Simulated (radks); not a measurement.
Pt2.5+, 75.5 electrons, occupied as [Kr] 4d10 4f14 5s(up 1, down 0.5) 5p6 5d8 (fractional occupations, a model configuration). Calculated with a radial shooting solver on a logarithmic mesh with Libxc functionals: non-relativistic Kohn-Sham, SCAN, spin-polarised, spherical densities, point nucleus; open shells are filled with parallel spins first (spin-orbit coupling, left out, can overturn this in heavy ions); meta-GGA in the generalised Kohn-Sham scheme; relativity is left out, which matters for an element this heavy. Some entries of the table are withheld. Estimate them.

| orbital | occ. | eigenvalue (eV) | <1/r> (bohr^-1) |
|---|---|---|---|
| 1s up | 1 | -71267.94 | 77.45 |
| 1s down | 1 | -71267.83 | 77.45 |
| 2s up | 1 | -11904.90 | 18.24 |
| 2s down | 1 | -11904.70 | 18.24 |
| 2p up | 3 | -11435.21 | 18.25 |
| 2p down | 3 | -11435.00 | 18.25 |
| 3s up | 1 | -2806.813 | 7.062 |
| 3s down | 1 | -2806.708 | 7.062 |
| 3p up | 3 | -2584.491 | 7.003 |
| 3p down | 3 | -2584.361 | 7.003 |
| 3d up | 5 | -2171.271 | 6.925 |
| 3d down | 5 | -2171.080 | 6.925 |
| 4s up | 1 | -615.7208 | 3.078 |
| 4s down | 1 | -615.4864 | 3.077 |
| 4p up | 3 | -519.7348 | 2.984 |
| 4p down | 3 | -519.4700 | 2.984 |
| 4d up | 5 | -344.6516 | 2.797 |
| 4d down | 5 | -344.3231 | 2.797 |
| 4f up | 7 | -112.8896 | (1) |
| 4f down | 7 | -112.4495 | (2) |
| 5s up | 1 | -112.1597 | 1.259 |
| 5s down | 0.5 | -109.2453 | 1.266 |
| 5p up | 3 | -82.0062 | 1.152 |
| 5p down | 3 | -79.1358 | 1.155 |
| 5d up | 5 | -34.8528 | 0.8832 |
| 5d down | 3 | -32.5929 | 0.8709 |

Answer. 
(1) 4f up <1/r> (bohr^-1): 2.437
(2) 4f down <1/r> (bohr^-1): 2.440
